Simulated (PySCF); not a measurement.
Sn(H)2(Br)(NH2) (BrH₄NSn), SMILES [Br][SnH2][NH2].

Geometry optimised at B3LYP-D3(BJ)/def2-SVP. The structure was generated by enumeration; whether it is a known compound was not checked. The def2 effective core potentials stand for the cores of Sn; spin–orbit coupling is left out. One conformer was computed; it need not be the lowest.

All values below come from IEF-PCM-B3LYP/def2-SVP (PySCF).

The values are the electrostatic part of the solvation free energy, E(continuum) − E(gas) at the gas-phase geometry, in a cavity of scaled van der Waals radii (PySCF's table); cavitation and dispersion terms are not included. A continuum can't describe solvent molecules that bind to the metal. In vacuum the orbital gap is 6.04 eV. The dipole moment in vacuum is 3.55 D.

```
solvent              ε  ΔG(elec) (kcal/mol)  dipole (D)  gap (eV)
---------------  -----  -------------------  ----------  --------
water            78.36                 -5.5        4.69      5.95
tetrahydrofuran   7.43                    …           …         …
n-hexane          1.88                 -1.9        3.95      6.00
```

Fill in the missing entries. (The exact figures need the calculation; the answer reports its results.)


- tetrahydrofuran, ΔG(elec) (kcal/mol): -4.5
- tetrahydrofuran, dipole (D): 4.47
- tetrahydrofuran, gap (eV): 5.96
